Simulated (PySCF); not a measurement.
## Exercise with solution: oscillator strength and radiative lifetime

C₄H₅ClSi, SMILES C#C[Si@H](Cl)C=C.

Geometry optimised at B3LYP-D3(BJ)/def2-SVP. The structure was generated by enumeration; whether it is a known compound was not checked. One conformer was computed; it need not be the lowest.

TDDFT-PBE/def2-SVPD run with PySCF puts the first singlet state with f over 0.02 at 5.67 eV (vertical), with the transition dipole (-0.453, 0.212, -0.240) in atomic units.

Find the oscillator strength, the wavelength and the radiative lifetime that this transition would have in vacuum if emission retraced absorption.


|μ|² = 0.3078 au, so |μ| = 1.41 D. ΔE = 5.67/27.211 = 0.2084 hartree. f = (2/3) ΔE |μ|² = 0.043 (the program prints 0.043).
λ = 1239.84/5.67 = 219 nm; ν = 45732 cm⁻¹.
Einstein's coefficient A = 0.6670 ν² f s⁻¹ (ν in cm⁻¹) = 6.0e7 s⁻¹, so τ = 1/A = 17 ns. This state is S4; the lower singlets have f = 0.000, 0.016, 0.008. The figure is the radiative limit of this one transition; relaxation, internal conversion, crossing to triplets and a medium change what is measured.
